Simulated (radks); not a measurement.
Species: the molybdenum ion Mo+. Configuration: [Kr] 4d4 5s1 (not the ground configuration).

All-electron calculation, scalar-relativistic Kohn-Sham, LDA (Slater exchange, Perdew-Wang correlation), spin-unpolarised, spherical densities, point nucleus. Program: a radial shooting solver on a logarithmic mesh with Libxc functionals.

Energy parts (hartree):
| part | energy |
|---|---|
| total | -4044.11577 |
| kinetic | 4168.65163 |
| electron-nucleus | -9735.73906 |
| Hartree | 1641.86425 |
| exchange-correlation | -118.89258 |

Orbitals (lengths in bohr, moments of r in powers of bohr; <r^-3> diverges for s and p1/2; r(max) is where P^2 peaks):
1s: occ. 2; eigenvalue (hartree) -727.8331; r(max) 0.02290
2s: occ. 2; eigenvalue (hartree) -103.1460; r(max) 0.1298
2p: occ. 6; eigenvalue (hartree) -92.31983; <r^-3> 2548; r(max) 0.1036
3s: occ. 2; eigenvalue (hartree) -17.84793; r(max) 0.3841
3p: occ. 6; eigenvalue (hartree) -14.30057; <r^-3> 424.4; r(max) 0.3774
3d: occ. 10; eigenvalue (hartree) -8.50982; <r^-3> 56.39; r(max) 0.3219
4s: occ. 2; eigenvalue (hartree) -2.73671; r(max) 0.9860
4p: occ. 6; eigenvalue (hartree) -1.78259; <r^-3> 62.05; r(max) 1.067
4d: occ. 4; eigenvalue (hartree) -0.47676; <r^-3> 4.157; r(max) 1.358
5s: occ. 1; eigenvalue (hartree) -0.41461; r(max) 2.712

The highest occupied level is 5s at -11.282 eV. Summed over all electrons, <r^2> = 43.77 bohr^2, which gives a Langevin (diamagnetic) susceptibility term of -34.7 x 10^-6 cm^3/mol.
